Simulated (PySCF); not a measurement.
# Assignment exercise: C5H7BO2

Atom-mapped SMILES (the numbers label the heavy atoms): `[CH:1]#[C:2]/[C:3]([CH3:4])=[CH:5]\[B:6]([OH:7])[OH:8]` (H(Xn): hydrogen on atom n).

PySCF 2.14 calculation with geometry from PBE0-D3(BJ)/def2-SVP, GIAO PBE0/pcSseg-1 shieldings and J: B3LYP/pcJ-1 (spin–dipole term only in couplings to heteroatoms); non-relativistic, isolated molecule, fast rotation and ring inversion assumed for equivalent nuclei, one computed conformer.

Scale: 13C and 1H vs TMS (reference shieldings calculated alike).

**Question.** Assign these signals to the numbered atoms. 13C{1H} NMR (computed): δ 148.8, 136.7, 97.4, 85.7, 31.6.

**Answer.** 
| δ (ppm) | atoms | environment | reason |
| --- | --- | --- | --- |
| 148.8 | C3 | fully substituted alkene carbon | an sp2 carbon of a C=C bond |
| 136.7 | C5 | alkene CH | the olefinic region |
| 97.4 | C1 | terminal alkyne carbon | sp carbons lie upfield of alkene carbons because the cylindrical π system leaves one tensor component strongly shielded |
| 85.7 | C2 | alkyne carbon | the triple bond shields along its axis, which puts it between sp3 and sp2 carbons |
| 31.6 | C4 | allylic methyl carbon | saturated and bonded to C and H only |

**Question.** Assign these signals to the numbered atoms. 1H NMR (600 MHz, computed): δ 5.45 (q, J = 2.0 Hz, 1H), 3.60 (s, 1H), 3.58 (br s, 2H), 2.03 (d, J = 2.0 Hz, 3H).

**Answer.** 
```tsv
δ (ppm)	atoms	environment	reason
5.45	H(C5)	hydrogen on an alkene CH	olefinic region
3.60	H(C1)	hydrogen on a terminal alkyne carbon	–
3.58	H(O7)/H(O8)	hydrogen on an oxygen bonded to B	labile proton, position sensitive to the medium
2.03	H(C4)	hydrogen on an allylic methyl carbon	allylic position
```

H(C1) and H(O7)/H(O8) lie closer than the usual error of such a calculation, so a measured spectrum could show them in the other order.

OH/NH shifts are gas-phase values; hydrogen bonding in solution moves them, usually downfield. A carbon bonded to boron is broadened by the quadrupolar boron nucleus and is often missing from a measured spectrum. Splittings below 1 Hz are ignored in the labels, and close J values are merged. Shifts are as computed. Against solution values, carbons near 30 ppm lie about +2 ppm off and those near 130 ppm about +5 ppm. Of 1309 compounds with measured shifts, 239 miss one by over three times the rms of a fit or turn the order of signals round; such compounds aren't used in these exercises.
